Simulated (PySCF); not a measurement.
# Bonding in `C=CO[SiH2]C(C)(C)C`

Species: C6H14OSi.
Numbering: `[CH2:1]=[CH:2][O:3][SiH2:4][C:5]([CH3:6])([CH3:7])[CH3:8]` (hydrogens: H9, H10 on C1; H11 on C2; H12, H13 on Si4; H14, H15, H16 on C6; H17, H18, H19 on C7; H20, H21, H22 on C8)

Structure used (GFN2-xTB), in Å, numbered top down from 1:
```xyz
22
C6H14OSi angstrom
C      3.7867   -0.7799    0.0838
C      2.9569    0.0639   -0.5036
O      1.6204   -0.0297   -0.3661
Si     0.4324    0.8891   -0.9921
C     -1.1600    0.0890   -0.3174
C     -1.1767    0.1236    1.2121
C     -1.2746   -1.3640   -0.7826
C     -2.3615    0.8713   -0.8420
H      3.4193   -1.5801    0.7012
H      4.8492   -0.6894   -0.0371
H      3.3063    0.8771   -1.1285
H      0.5739    2.2800   -0.5467
H      0.4799    0.8561   -2.4584
H     -2.0970   -0.3197    1.5937
H     -1.1175    1.1476    1.5760
H     -0.3355   -0.4338    1.6176
H     -2.1947   -1.8132   -0.4077
H     -1.2873   -1.4220   -1.8694
H     -0.4346   -1.9505   -0.4175
H     -2.3869    0.8568   -1.9290
H     -3.2911    0.4381   -0.4731
H     -2.3181    1.9090   -0.5195
```

Bond orders from the PBE0/pcSseg-1 density (PySCF). Geometry: GFN2-xTB, one conformer, isolated molecule.

How far do the computed orders between heavy atoms stray from the drawn ones?

The largest departure is 0.128, at Si4–C5 (drawn single, 0.872). Drawn single, order below 0.88: Si4–C5 (0.872).

Give the Mayer order of every bond, beside its length.

```tsv
bond	drawn as	length (Å)	Mayer order
C1–C2	double	1.321	1.948
C2–O3	single	1.347	0.988
O3–Si4	single	1.627	0.907
Si4–C5	single	1.906	0.872
C5–C6	single	1.530	1.006
C5–C7	single	1.530	1.006
C5–C8	single	1.527	1.009
C1–H9	single	1.075	0.955
C1–H10	single	1.073	0.950
C2–H11	single	1.084	0.945
Si4–H12	single	1.467	0.917
Si4–H13	single	1.467	0.917
C6–H14	single	1.090	0.961
C6–H15	single	1.088	0.963
C6–H16	single	1.088	0.961
C7–H17	single	1.090	0.961
C7–H18	single	1.088	0.963
C7–H19	single	1.088	0.961
C8–H20	single	1.087	0.962
C8–H21	single	1.090	0.961
C8–H22	single	1.087	0.962
```

By pair of heavy elements: C–C: lowest C5–C6, C5–C7 and C5–C8 (1.006, 1.530 Å), highest C1–C2 (1.948, 1.321 Å). Bonds named together lie within 0.004.

Sum the orders of all bonds at each heavy atom with more than one neighbour and set the sums beside the valence in the SMILES.

C1 3.853 (drawn 4), C2 3.881 (drawn 4), O3 1.895 (drawn 2), Si4 3.613 (drawn 4), C5 3.893 (drawn 4), C6 3.891 (drawn 4), C7 3.891 (drawn 4), C8 3.894 (drawn 4). Orders between atoms that aren't bonded are not in these sums.

The Mayer order sums products of elements of PS (density times overlap matrix) between the two atoms' basis functions, so it depends on the basis set.
